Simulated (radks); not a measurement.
The numbers below are computed, except where a source is named.
The osmium ion Os13+ is in [Kr] 4d10 4f14 5s2 5p1. Code: a radial shooting solver on a logarithmic mesh with Libxc functionals. Model: scalar-relativistic Kohn-Sham, PBEsol, spin-polarised, spherical densities, finite nucleus; Fermi nuclear charge, rms radius of each element as measured or else 0.836 A^(1/3) + 0.57 fm. Open shells are filled with parallel spins first. One electron is removed from 5p, 5s, 4d, 4f in turn, with full relaxation. Which removal costs least, and what does each cost?

Answer. 5p 277.98 eV; 4f 307.92 eV; 5s 325.09 eV; 4d 531.16 eV. The 5p electron leaves first.
